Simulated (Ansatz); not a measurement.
Energy needed to pull apart CH2BNSe (SMILES NB=C=[Se]), closed shell, into free ground-state atoms, from the structure below (displaced at random from a GFN2-xTB minimum); no zero-point or spin–orbit terms; open-shell atoms are treated unrestricted, in their ground-state multiplicity.

```
6
angstrom
N -0.2315 1.1191 0.1477
B 0.0683 -0.1033 -0.0350
C 0.2767 -1.4670 -0.1562
Se 0.5098 -3.1281 -0.3052
H 0.2150 1.8038 0.7830
H -0.8009 1.6646 -0.5000
```

Computed with Ansatz 0.2.0 (basis: def2-TZVPP); correlated methods freeze the cores. Filled d shells of the heavier atoms are correlated. The def2 sets are not built for correlating such inner shells, so the correlated values are less sure here.

```json
{"method": "PBE-D4", "atomization energy (kJ/mol)": "2297"}
{"method": "revPBE-D4", "atomization energy (kJ/mol)": "2213"}
{"method": "r2SCAN-D4", "atomization energy (kJ/mol)": "2195"}
{"method": "PBE0-D4", "atomization energy (kJ/mol)": "2203"}
{"method": "HSE06-D4", "atomization energy (kJ/mol)": "2206"}
{"method": "wB97M-V", "atomization energy (kJ/mol)": "?"}
{"method": "HF", "atomization energy (kJ/mol)": "1380"}
{"method": "MP2", "atomization energy (kJ/mol)": "?"}
{"method": "CCSD", "atomization energy (kJ/mol)": "2015"}
{"method": "CCSD(T)", "atomization energy (kJ/mol)": "2079"}
```

(1) What does MP2 give? (Judge from chemistry; the value comes from the calculation.)

(2) What does wB97M-V give? (An estimate is asked for; the value comes from the calculation.)

The T1 diagnostic stays at or below 0.016. The restricted Hartree–Fock reference is unstable towards an unrestricted one here.

Answers

(1) Computed: 2154 kJ/mol, which is about 75 kJ/mol more than CCSD(T)/def2-TZVPP.

(2) The calculation gives: 2173 kJ/mol, which is about 94 kJ/mol more than CCSD(T)/def2-TZVPP.

In triple zeta the MP2 and coupled-cluster atomization energies are still short of their basis limit by a few kcal/mol a bond, whereas those of the functionals are nearly converged, so these differences are not deviations from converged CCSD(T).

For scale, one of the runs: CCSD(T)/def2-TZVPP forces, 169 basis functions (an equivalent command: `ansatz run in.yaml --threads 4`). The run took 3.5 min on 4 CPU threads (shared host), with 2.7 GiB of host memory at its peak.
